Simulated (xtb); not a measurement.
Job for xtb: GFN1-xTB on FH3SSi (SMILES F[SiH2]S), a point of a torsion scan.

```
$ xtb mol.xyz --gfn 1 --sp --chrg 0 --uhf 0
6

F     -1.32466859     1.29198808    -0.27898621
Si    -0.55403747    -0.07083837     0.07879792
S      1.49360080     0.35991100     0.52564404
H     -1.20872784    -0.58265341     1.26216834
H     -0.55855345    -0.86061460    -1.12906821
H      1.34246349     0.55290190     1.82840975
```

The log:

```
[...]
           -------------------------------------------------
          |                Calculation Setup                |
           -------------------------------------------------



           -------------------------------------------------
          |                 G F N 1 - x T B                 |
           -------------------------------------------------

        Reference                      10.1021/acs.jctc.7b00118
      * Hamiltonian:
        H0-scaling (s, p, d)           1.850000    2.250000    2.000000
        zeta-weighting                 0.000000
      * Dispersion:
        s8                             2.400000
        a1                             0.630000
        a2                             5.000000
        s9                             0.000000
      * Repulsion:
        kExp                           1.500000
        rExp                           1.000000
      * Coulomb:
        alpha                          2.000000
        third order                    atomic
        anisotropic                    false
      * Halogen bond correction:
        rad-scale                      1.300000
        damping                        0.440000


          ...................................................
          :                      SETUP                      :
          :.................................................:
          :  # basis functions                  30          :
          :  # atomic orbitals                  28          :
          :  # shells                           14          :
          :  # electrons                        20          :
          :  # halogen bonds                     0          :
          :  max. iterations                   250          :
          :  Hamiltonian                  GFN1-xTB          :
          :  restarted?                      false          :
          :  GBSA solvation                  false          :
          :  PC potential                    false          :
          :  electronic temp.          300.0000000     K    :
          :  accuracy                    1.0000000          :
          :  -> integral cutoff          0.2500000E+02      :
          :  -> integral neglect         0.1000000E-07      :
          :  -> SCF convergence          0.1000000E-05 Eh   :
          :  -> wf. convergence          0.2000000E-04 e    :
          :  Broyden damping             0.4000000          :
          :  net charge                          0          :
          :  unpaired electrons                  0          :
          ...................................................

 iter      E             dE          RMSdq      gap      omega  full diag
   1    -12.4882661 -0.124883E+02  0.572E+00    6.43       0.0  T
   2    -12.4951591 -0.689294E-02  0.320E+00    6.51       1.0  T
   3    -12.4949320  0.227028E-03  0.546E-01    6.35       1.0  T
   4    -12.4962137 -0.128162E-02  0.211E-01    6.53       1.0  T
   5    -12.4963187 -0.105011E-03  0.374E-02    6.48       1.1  T
   6    -12.4963239 -0.519504E-05  0.150E-02    6.48       2.7  T
   7    -12.4963242 -0.300227E-06  0.334E-03    6.48      12.2  T
   8    -12.4963242 -0.537960E-07  0.157E-03    6.48      25.9  T
   9    -12.4963242 -0.188880E-07  0.120E-04    6.48     339.0  T
  10    -12.4963242 -0.107031E-09  0.793E-06    6.48    5151.0  T

   *** convergence criteria satisfied after 10 iterations ***

         #    Occupation            Energy/Eh            Energy/eV
      -------------------------------------------------------------
         1        2.0000           -0.8518980             -23.1813
       ...           ...                  ...                  ...
         4        2.0000           -0.5457856             -14.8516
         5        2.0000           -0.5451072             -14.8331
         6        2.0000           -0.5305320             -14.4365
         7        2.0000           -0.5243329             -14.2678
         8        2.0000           -0.4631550             -12.6031
         9        2.0000           -0.4433538             -12.0643
        10        2.0000           -0.4228915             -11.5075 (HOMO)
        11                         -0.1848024              -5.0287 (LUMO)
        12                         -0.1637775              -4.4566
        13                         -0.1496988              -4.0735
        14                         -0.1157967              -3.1510
        15                         -0.0705236              -1.9190
       ...                                ...                  ...
        28                          1.3544755              36.8572
      -------------------------------------------------------------
                  HL-Gap            0.2380891 Eh            6.4787 eV
             Fermi-level           -0.3038469 Eh           -8.2681 eV

 SCC (total)                   0 d,  0 h,  0 min,  0.013 sec
 SCC setup                      ...        0 min,  0.000 sec (  0.943%)
 Dispersion                     ...        0 min,  0.000 sec (  0.327%)
 classical contributions        ...        0 min,  0.000 sec (  0.144%)
 integral evaluation            ...        0 min,  0.003 sec ( 23.408%)
 iterations                     ...        0 min,  0.004 sec ( 27.164%)
 molecular gradient             ...        0 min,  0.006 sec ( 45.755%)
 printout                       ...        0 min,  0.000 sec (  2.058%)

         :::::::::::::::::::::::::::::::::::::::::::::::::::::
         ::                     SUMMARY                     ::
         :::::::::::::::::::::::::::::::::::::::::::::::::::::
         :: total energy             -12.445253631026 Eh    ::
         :: gradient norm              0.032389085947 Eh/a0 ::
         :: HOMO-LUMO gap              6.478733436945 eV    ::
         ::.................................................::
         :: SCC energy               -12.496324248458 Eh    ::
         :: -> electrostatic           0.017625679479 Eh    ::
         :: repulsion energy           0.052640357876 Eh    ::
         :: dispersion energy         -0.001569740444 Eh    ::
         :: halogen bond corr.         0.000000000000 Eh    ::
         :: add. restraining           0.000000000000 Eh    ::
         :: total charge               0.000000000000 e     ::
         :::::::::::::::::::::::::::::::::::::::::::::::::::::

           -------------------------------------------------
          |                Property Printout                |
           -------------------------------------------------

    * Orbital Energies and Occupations

         #    Occupation            Energy/Eh            Energy/eV
      -------------------------------------------------------------
         1        2.0000           -0.8518980             -23.1813
         2        2.0000           -0.8339747             -22.6936
         3        2.0000           -0.6029402             -16.4068
         4        2.0000           -0.5457856             -14.8516
         5        2.0000           -0.5451072             -14.8331
         6        2.0000           -0.5305320             -14.4365
         7        2.0000           -0.5243329             -14.2678
         8        2.0000           -0.4631550             -12.6031
         9        2.0000           -0.4433538             -12.0643
        10        2.0000           -0.4228915             -11.5075 (HOMO)
        11                         -0.1848024              -5.0287 (LUMO)
        12                         -0.1637775              -4.4566
        13                         -0.1496988              -4.0735
        14                         -0.1157967              -3.1510
        15                         -0.0705236              -1.9190
        16                         -0.0603274              -1.6416
Note: The following floating-point exceptions are signalling: IEEE_DENORMAL
normal termination of xtb
        17                         -0.0482240              -1.3122
        18                         -0.0331276              -0.9014
        19                         -0.0254126              -0.6915
        20                         -0.0168787              -0.4593
        21                          0.0077562               0.2111
       ...                                ...                  ...
        28                          1.3544755              36.8572
      -------------------------------------------------------------
                  HL-Gap            0.2380891 Eh            6.4787 eV
             Fermi-level           -0.3038469 Eh           -8.2681 eV

  Mulliken/CM5 charges         n(s)   n(p)   n(d)
     1F    -0.23915 -0.22027   1.767  5.472  0.000
     2Si    0.39626  0.16879   1.172  1.585  0.847
     3S    -0.20587 -0.25100   1.883  4.334 -0.011
     4H    -0.05755  0.03287   1.058  0.000  0.000
     5H    -0.04782  0.04334   1.048  0.000  0.000
     6H     0.15413  0.22627   0.846  0.000  0.000

Wiberg/Mayer (AO) data.
largest (>0.10) Wiberg bond orders for each atom

 ---------------------------------------------------------------------------
     #   Z sym  total        # sym  WBO       # sym  WBO       # sym  WBO
 ---------------------------------------------------------------------------
     1   9 F    1.313 --     2 Si   1.265
     2  14 Si   4.522 --     3 S    1.329     1 F    1.265     5 H    0.935
                             4 H    0.932
     3  16 S    2.317 --     2 Si   1.329     6 H    0.917
     4   1 H    0.995 --     2 Si   0.932
     5   1 H    0.995 --     2 Si   0.935
     6   1 H    0.982 --     3 S    0.917
 ---------------------------------------------------------------------------

Topologies differ in total number of bonds
Writing topology from bond orders to xtbtopo.mol

 dipole moment from electron density (au)
     X       Y       Z
  -0.0894  -0.4553   0.5129  total (Debye):    1.758


           -------------------------------------------------
          | TOTAL ENERGY              -12.445253631026 Eh   |
          | GRADIENT NORM               0.032389085947 Eh/α |
          | HOMO-LUMO GAP               6.478733436945 eV   |
           -------------------------------------------------

------------------------------------------------------------------------
------------------------------------------------------------------------
 total:
 SCF:
```

The run finished.

Cost: around 0.05 core-seconds (rough).
